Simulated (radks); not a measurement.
The numbers below are computed, except where a source is named.
Excited configurations of N IV: one electron is placed in a higher orbital outside [He] 2s1. The ground configuration is [He] 2s2. Level of theory: scalar-relativistic Kohn-Sham, r2SCAN, spin-polarised, spherical densities, finite nucleus; open shells are filled with parallel spins first; meta-GGA in the generalised Kohn-Sham scheme; Fermi nuclear charge, rms radius 2.5582 fm (a radial shooting solver on a logarithmic mesh with Libxc functionals). Excitation = E - E(ground); binding = E(ion) - E, where the ion is the core of charge +4; n* = 4/sqrt(2 binding) in atomic units, and the quantum defect is n - n*.

outer orbital,excitation (eV),binding (eV),n*,eigenvalue (eV)
3d,51.006,24.863,2.959,-21.102
4f,62.472,13.396,4.031,-11.464
5s,65.837,10.032,4.658,-9.097
5f,67.147,8.722,4.996,-7.680
6p,69.358,6.510,5.783,-5.886
6d,69.526,6.343,5.858,-5.677
7s,70.916,4.953,6.630,-4.492
7d,71.207,4.661,6.834,-4.200

The Delta-SCF ionisation energy is 75.868 eV (NIST Atomic Spectra Database: 77.474 eV, measured). Self-interaction in the functional shifts the binding energies and quantum defects, so they are the method's values and not measured ones.
